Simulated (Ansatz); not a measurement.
Coupled-cluster diagnostics for the cluster Si3O3⁻, Ansatz.

Geometry of the doublet (r2SCAN-D4/def2-SVPD):

```xyz
6

Si    1.6081   -0.6030    1.1236
Si   -0.2006    0.9134    1.0283
Si   -0.3530   -0.4091   -1.0014
O    -1.0331   -0.7807   -2.3511
O    -1.0566    2.0886    1.6218
O     1.0351   -1.2092   -0.4211
```

Correlated methods freeze 18 core orbitals. Another isomer (doublet) lies 1.22 eV lower at PBE0-D4/def2-TZVPD; other spin states weren't run for this one.

Problem. Estimate the CCSD(T) correlation energy, the shares of MP2 and (T), T1 and the reference's ⟨S²⟩ for: charge -1, doublet, own geometry in def2-SVPD; and the rough time on 4 threads of Intel Xeon on a shared host.

Solution. 
| state | basis | correlation (eV) | MP2 share (%) | (T) share (%) | T1 | ⟨S²⟩ (pure) | wall time |
| --- | --- | --- | --- | --- | --- | --- | --- |
| charge -1, doublet, own geometry | def2-SVPD | -24.944 | 94.2 | 4.6 | 0.028 | 0.77 (0.75) | 33 s |
Customary marks for T1 are 0.02 (closed shells), 0.045 (open shells) and about 0.05 (3d metals). T1 exceeds 0.02 in 1 of 1 rows and 0.045 in 0; the higher it lies, the less the single-reference result can be trusted.
